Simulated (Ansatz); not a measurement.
`Cl[SiH2][CH2][GeH3]` + HCl → dichlorosilane + `[CH3][GeH3]` at 600 K and 1 bar (ligand exchange at the Si–C bond).

Computed with Ansatz on PBE0-D4/def2-TZVP structures; ΔE is electronic, products minus reactants. CCSD(T)/CBS adds triple-zeta CCSD(T) − MP2 to the extrapolated MP2 energy (def2 sets, frozen cores). This one scheme is used for every species. For Ge outer-core shells are correlated without core-valence functions, which leaves a few kJ/mol of doubt a bond. Scalar relativity is left out up to krypton. One conformer a species, not always the lowest.

```json
{"species": "`Cl[SiH2][CH2][GeH3]`", "CCSD(T)/CBS energy (Eh)": "-2867.28596", "H − E (kJ/mol)": "247.8", "S (J/(mol·K))": "472.3"}
{"species": "HCl", "CCSD(T)/CBS energy (Eh)": "-460.38127", "H − E (kJ/mol)": "35.4", "S (J/(mol·K))": "207.2"}
{"species": "`Cl[SiH2]Cl`", "CCSD(T)/CBS energy (Eh)": "-1209.93203", "H − E (kJ/mol)": "89.6", "S (J/(mol·K))": "338.0"}
{"species": "`[CH3][GeH3]`", "CCSD(T)/CBS energy (Eh)": "-2117.76728", "H − E (kJ/mol)": "197.4", "S (J/(mol·K))": "330.8"}
```

H − E and S are ideal-gas, rigid-rotor, harmonic terms from PBE0-D4/def2-TZVP, for one conformer and one mirror image of each species. 1 Eh = 2625.50 kJ/mol, R = 8.31446 J/(mol·K).

**Question.** By hand: ΔE, ΔH, ΔS and ΔG.

**Answer.** ΔE = (-1209.93203) + (-2117.76728) − (-2867.28596) − (-460.38127) = -0.03208 Eh = -84.2 kJ/mol. Δ(H − E) = 89.6 + 197.4 − 247.8 − 35.4 = 3.8, so ΔH = -80.4 kJ/mol. ΔS = 338.0 + 330.8 − 472.3 − 207.2 = -10.7 J/(mol·K). ΔG = -80.4 − 600 × (-10.7)/1000 = -74.0 kJ/mol.

**Question.** By hand: the equilibrium constant, and the temperature at which ΔG would vanish if ΔH and ΔS stayed fixed.

**Answer.** log₁₀ K = −ΔG/(RT ln 10) = 6.4. ΔG = 0 at ΔH/ΔS = 7514 K, far beyond where these terms or the molecules hold.

The number of gas molecules stays the same, so ΔS is small and ΔH decides. A doubt of 5 kJ/mol in ΔE shifts log₁₀ K by 0.4 here. Other conformers and mirror images would add mixing entropy, several J/(mol·K) or more a flexible species. Modes under 60 cm⁻¹, often nearly free rotors, make the harmonic entropy too high. These are equilibria of isolated gas molecules and say nothing of rates. Largest T1 diagnostic: 0.010 (customary marks: 0.02 for closed shells, 0.045 for open ones).
